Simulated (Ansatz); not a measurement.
Reaction (cleavage of the Zn–Ga bond): `CO[CH2][GaH][ZnH]` + H–F → `[F][ZnH]` + `CO[CH2][GaH2]`

Program: Ansatz. Geometries: PBE0-D4/def2-TZVP. ΔE: electronic, gas phase. CBS: MP2 limit from def2 TZ/QZ plus the TZ coupled-cluster correction, frozen cores. This one scheme is used for every species. Functionals use def2-TZVPP. For Ga, Zn outer-core shells are correlated without core-valence functions, which leaves a few kJ/mol of doubt a bond. Scalar relativity is left out up to krypton. Each species was taken in one conformer, which may not be the lowest.

```csv
level,ΔE (kcal/mol),difference from CCSD(T)/CBS
revPBE-D4,-7.6,2.1
r2SCAN,-11.3,-1.6
r2SCANh,-10.9,-1.2
CAM-B3LYP,-13.9,-4.2
HF/def2-TZVPP,-15.3,-5.6
MP2/def2-TZVPP,-10.7,-1.0
CCSD/def2-TZVPP,-10.9,-1.2
CCSD(T)/def2-TZVPP,-10.1,-0.4
SCS-MP2/def2-QZVPP,-12.8,-3.1
MP2/CBS(def2),-10.3,-0.6
CCSD(T)/CBS,-9.7,0
```

Largest T1 diagnostic among the species: 0.018.

At CCSD(T), def2-SVP lies −1.8 kcal/mol from the extrapolated value and def2-TZVPP −0.4 kcal/mol. In def2-TZVPP, CCSD(T) changes the Hartree–Fock value by +5.2 kcal/mol (the triples alone add +0.8 kcal/mol) and MP2 by +4.6 kcal/mol. The D4 term adds +1.9 kcal/mol with B3LYP and +1.1 kcal/mol with PBE0; it sums over pairs of atoms, weighted by their polarisabilities, and B3LYP, whose exchange is more repulsive, gets the larger term.

B3LYP here is the variant with VWN-RPA as its local correlation; programs differ in this.
